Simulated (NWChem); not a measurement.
AlHOBrCl; SMILES [OH][Al]([Cl])[Br]

```xyz
5

Al     0.4337    -0.6134     0.0000
Cl    -0.9659    -2.1714     0.0000
Br    -0.2474     1.5355     0.0000
O      2.0803    -1.0563     0.0000
H      2.7976    -0.4025     0.0000
```
Atoms are numbered in this order, from 1.

Structure relaxed at the PBE-D3(BJ)/def2-SVP level.

Symmetry labels are those of Cs in the frame above (b1 and b2, or b-type labels, depend on it).

Problem. List the 4 lowest vertical singlet excitations from PBE0/def2-SVP, full TDDFT (NWChem).

Solution. 
| state | energy (eV) | oscillator strength | symmetry | leading excitation (squared amplitude) |
|---|---|---|---|---|
| S1 | 6.35 | 0.019 | a' | HOMO → LUMO (0.99) |
| S2 | 6.50 | 0.007 | a" | HOMO−1 → LUMO (0.97) |
| S3 | 6.81 | 0.001 | a" | HOMO−2 → LUMO (0.94) |
| S4 | 6.83 | 0.000 | a" | HOMO → LUMO+1 (0.98) |
